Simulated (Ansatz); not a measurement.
GeAu2⁻. The state is a doublet with charge -1. Geometry r2SCAN-D4/def2-TZVPD; atoms count from 1.

Cartesian coordinates in Å:
```
Au 1.211 -1.827 -1.260
Au -0.041 0.066 0.045
Ge -1.170 1.761 1.215
```

In the def2 sets Au takes a core potential; there is no spin–orbit coupling. No other spin state of charge -1 was run. Another isomer (doublet) lies 0.82 eV lower at PBE0-D4/def2-TZVPD; other spin states weren't run for this one.

Question: Estimate the Mulliken populations from the PBE0/def2-TZVPD orbitals of Ansatz.

Answer: 
```
atom  charge (e)  spin (α − β)  d electrons
 Au1       -0.40         -0.02         9.87
 Au2       -0.59          0.06         9.62
 Ge3        0.00          0.96            –
```
Mulliken values and Mayer orders depend strongly on the basis. With diffuse functions, as here, like atoms can get unlike values, and bond orders can come out too low or too high.

Question: Where does the spin sit?

Answer: Summed by element: Au 0.04, Ge 0.96, of 1 unpaired in all. Largest on single atoms: Ge3 0.96, Au2 0.06, Au1 -0.02.

Question: And the Mayer bond orders between bonded heavy atoms (over 0.3)?

Answer: Au1–Au2 0.77 (2.62 Å); Au2–Ge3 1.07 (2.35 Å).
